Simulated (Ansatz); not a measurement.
Consider the ligand exchange at the Si–C bond: `C=C[Si](O)(Cl)Cl` + silanol → `O[Si](Cl)(Cl)O[SiH3]` + ethylene.

Isolated molecules relaxed with PBE0-D4/def2-TZVP in Ansatz; ΔE leaves out vibrations. CCSD(T)/CBS is the MP2 limit (def2-TZVPP, def2-QZVPP) plus CCSD(T) − MP2 in def2-TZVPP, frozen cores. This one scheme is used for every species. Functionals use def2-TZVPP. B3LYP here is the variant with VWN-RPA as its local correlation; programs differ in this. Each species was taken in one conformer, which may not be the lowest.

**Question.** Is it downhill or uphill in electronic energy at CCSD(T)/CBS, and by how much? (An estimate is asked.)

**Answer.** Ansatz gave: Downhill: ΔE = -118.1 kJ/mol.

**Question.** What do these levels give: PBE-D4, ωB97X-V, B3LYP, SCS-MP2/def2-TZVPP, MP2/def2-QZVPP, SCS-MP2/def2-QZVPP? (An estimate is asked.)

**Answer.** Ansatz gave: PBE-D4 -102.4, ωB97X-V -116.3, B3LYP -117.7, SCS-MP2/def2-TZVPP -119.5, MP2/def2-QZVPP -116.9, SCS-MP2/def2-QZVPP -120.5 kJ/mol.

Largest T1 diagnostic among the species: 0.011.

From PBE to PBE0 (25 % exact exchange), in def2-TZVPP and without D4, ΔE moves by −7.1 kJ/mol. In def2-TZVPP, CCSD(T) changes the Hartree–Fock value by +19.8 kJ/mol (the triples alone add +3.5 kJ/mol) and MP2 by +21.8 kJ/mol.
